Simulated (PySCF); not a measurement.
SnCl, SMILES [Sn+][Cl] (connectivity only; charge and spin as stated), charge +1, multiplicity 1.

Geometry optimised at PBE0-D3(BJ)/def2-TZVP. The multiplicity is an assumed one; other spin states were not compared. The def2 effective core potentials stand for the cores of Sn; spin–orbit coupling is left out.

Vertical ionisation energy (IE) and electron affinity (EA) in eV. Rows of orbital energies are one-electron estimates. Where ΔSCF, EOM or ADC give a negative EA the extra electron is unbound and the value depends on the basis.

```tsv
level	IE	EA
−ε(HOMO), −ε(LUMO), PBE0/def2-TZVPD (PySCF)	[?]	[?]
−ε(HOMO), −ε(LUMO), r2SCAN/def2-TZVPD (PySCF)	14.32	9.64
```

What belongs in the gaps? (Estimate from the structure and the level; the computed values follow.)


- −ε(HOMO), −ε(LUMO), PBE0/def2-TZVPD (PySCF), IE: 15.10
- −ε(HOMO), −ε(LUMO), PBE0/def2-TZVPD (PySCF), EA: 9.02
